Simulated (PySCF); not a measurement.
PySCF 2.14 output of an unrestricted LDA calculation on a single atom or ion in cc-pVDZ-X2C (8s7p5d3f1g, 84 functions), with scalar relativity by spin-free X2C-1e:

```
SCF conv_tol = 1e-09
number electrons alpha = 30  beta = 27
    P. A. M. Dirac.,  Math. Proc. Cambridge Philos. Soc. 26, 376 (1930)
    F. Bloch.,  Z. Phys. 57, 545 (1929)
    S. H. Vosko, L. Wilk, and M. Nusair.,  Can. J. Phys. 58, 1200 (1980)
cycle= 1 E= -8485.26232966851  delta_E= -0.0107  |g|= 0.0412  |ddm|= 0.747
cycle= 2 E= -8485.2624568992  delta_E= -0.000127  |g|= 0.0432  |ddm|= 0.182
cycle= 3 E= -8485.26334357715  delta_E= -0.000887  |g|= 0.00187  |ddm|= 0.0986
cycle= 4 E= -8485.26334540088  delta_E= -1.82e-06  |g|= 0.000232  |ddm|= 0.00783
cycle= 5 E= -8485.2633454536  delta_E= -5.27e-08  |g|= 1.93e-05  |ddm|= 0.00102
cycle= 6 E= -8485.26334545394  delta_E= -3.42e-10  |g|= 5.65e-07  |ddm|= 0.000135
converged SCF energy = -8485.26334545394  <S^2> = 3.75082  2S+1 = 4.00041
```

The run itself started from symmetry-adapted Hartree-Fock orbitals and held the occupation by maximum overlap, on a logarithmic radial grid, so the iterations belong to that start.

**Question.** Which element, charge and spin multiplicity is this?

**Answer.** La (lanthanum, neutral), multiplicity 4; the state was [Xe] 5d2 6s1, high-spin 4F determinant (an excited configuration).

Spin-orbit coupling, absent here, splits the open shell strongly.
